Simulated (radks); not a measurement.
Question: These are the eigenvalues of the occupied orbitals of an atom or ion with whole-number occupations (Ry). Method: Dirac Kohn-Sham, LDA (Slater exchange, Perdew-Wang correlation), spin-unpolarised, spherical densities, finite nucleus; Fermi nuclear charge, rms radius of each element as measured or else 0.836 A^(1/3) + 0.57 fm; computed with a radial shooting solver on a logarithmic mesh with Libxc functionals.

| orbital | eigenvalue |
|---|---|
| 1s1/2 | -3978.297 |
| 2s1/2 | -698.3934 |
| 2p1/2 | -666.5725 |
| 2p3/2 | -607.8584 |
| 3s1/2 | -189.2747 |
| 3p1/2 | -175.3896 |
| 3p3/2 | -163.1426 |
| 3d3/2 | -139.1927 |
| 3d5/2 | -136.5197 |
| 4s1/2 | -69.09598 |
| 4p1/2 | -63.47761 |
| 4p3/2 | -60.30619 |
| 4d3/2 | -50.94494 |
| 4d5/2 | -50.30902 |

Which element is it, and in what charge state? The configuration may be excited. Open shells, if any, fill j = l - 1/2 first.

Answer: Z = 66, dysprosium, charge +21: Dy21+ in [Kr] 4d9. The list shows which subshells hold electrons but not how many an open one holds; the 1s level, -1989.1 hartree, gives Z - s = 63.1 by -(Z - s)^2/2, which with screening and relativity narrows Z to a few neighbours, and the depths of the outer levels then fix element, charge and occupations together.
